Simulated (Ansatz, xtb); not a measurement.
**Isomers of FH9OSi4 in order of energy**

5 gas-phase structures of FH9OSi4, from a drawn sample of its isomers (lower ones may exist). Each was relaxed with GFN2-xTB; where two conformers were screened, the lower at r2SCAN-D4/def2-SVP is listed:

A. `F[SiH2][SiH2][SiH2]O[SiH3]`, a singlet
B. `F[Si@H](O[SiH3])[SiH2][SiH3]`, a singlet
C. `F[SiH2][Si@@H]([SiH3])O[SiH3]`, a singlet
D. `F[Si@H]([SiH3])[SiH2]O[SiH3]`, a singlet
E. `F[SiH2]O[SiH]([SiH3])[SiH3]`, a singlet

Make a reasoned guess at their ranking by r2SCAN-D4/def2-SVP single-point energy.

Calculated order at r2SCAN-D4/def2-SVP: B (0.0), E (0.4), A (10.0), D (13.3), C (13.6) kcal/mol. Less than 1 kcal/mol parts B and E; D and C, so the order within those pairs means little.

Energies above the lowest of each column, in kcal/mol; the last columns are at PBE-D3(BJ)/def2-SVP geometries:

```tsv
structure	GFN2-xTB	HF/STO-3G	r2SCAN-D4/def2-SVP	PBE-D3(BJ)/def2-SVP	CCSD(T)/def2-SVP + ΔMP2/def2-TZVPP
B	1.3	0.1	0.0	0.0	0.0
E	1.8	0.0	0.4	0.5	0.7
A	1.6	6.3	10.0	8.4	7.6
D	0.6	10.1	13.3	10.7	10.3
C	0.0	10.1	13.6	10.2	10.3
```

CCSD(T)/def2-SVP + ΔMP2/def2-TZVPP puts B lowest, with E within 1 kcal/mol; GFN2-xTB picks C. CCSD(T)/def2-SVP + ΔMP2/def2-TZVPP orders those it was run on as B (0.0), E (0.7), A (7.6), C (10.3), D (10.3) kcal/mol. Less than 1 kcal/mol parts B and E; C and D, so the order within those pairs means little. Flexible structures stand in one conformer each, not always the lowest. C keeps a small imaginary mode. ΔMP2 is the change of the MP2 energy from the smaller to the larger basis.

Over these structures GFN2-xTB departs from r2SCAN-D4/def2-SVP by 6.2 kcal/mol on average once a common shift is removed. A GFN2-xTB relaxation took about 0.36 s and the r2SCAN-D4/def2-SVP energy about 2.2 s on a shared host (Ansatz 0.2.0, xtb 6.7.1).
